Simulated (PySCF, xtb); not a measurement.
FeCl4, SMILES [Cl][Fe-]([Cl])([Cl])[Cl] (connectivity only; charge and spin as stated), charge -1, multiplicity 6.

Harmonic wavenumbers (cm⁻¹) from GFN2-xTB (xtb) at its own minimum, in rising order: 97, 97, 105, 105, 105, 261, 304, 304, 304.

### Question
What does B3LYP-D3(BJ)/def2-SVPD (PySCF 2.14.0) give at its own minimum? (An estimate is asked for; the answer gives what the named calculation found.)

### Answer
94, 94, 122, 122, 122, 305, 362, 362, 362. Paired by order, the mean absolute difference is 31 cm⁻¹ and the zero-point energies are 2.4 and 2.8 kcal/mol.
